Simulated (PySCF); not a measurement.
# Fractional electron number in Ni²⁺ (nickel, charge +2)

The 3d beta orbital of [Ar] 3d8 is emptied in steps (occupation f), with all orbitals relaxed, ending at [Ar] 3d7. All numbers are calculated (PySCF 2.14, the non-relativistic Hamiltonian (point nucleus), in def2-SVP (5s3p2d1f, 31 functions)). The exact energy is a straight line in f; departures are measured from the line between the end points of the same method.

```csv
f,CAM-B3LYP (eV)
1,0.000
0.8,-0.761
0.6,-1.150
0.4,-1.160
0.2,-0.780
0,0.000
```

```csv
method,E(f=0) − E(f=1) (eV),−ε at f=1 (eV),−ε at f=0.4 (eV)
CAM-B3LYP,36.498,31.781,37.415
```

Orbital energy along the path (eV):

```csv
f,CAM-B3LYP
1,-31.781
0.8,-33.615
0.6,-35.492
0.4,-37.415
0.2,-39.388
0,-41.416
```

Reference removal energy between the ground levels: 35.187 ± 0.019 eV (measured; NIST Atomic Spectra Database, ionization energies). The calculation has no spin-orbit coupling. The determinant left behind need not be the lowest term of the ion.
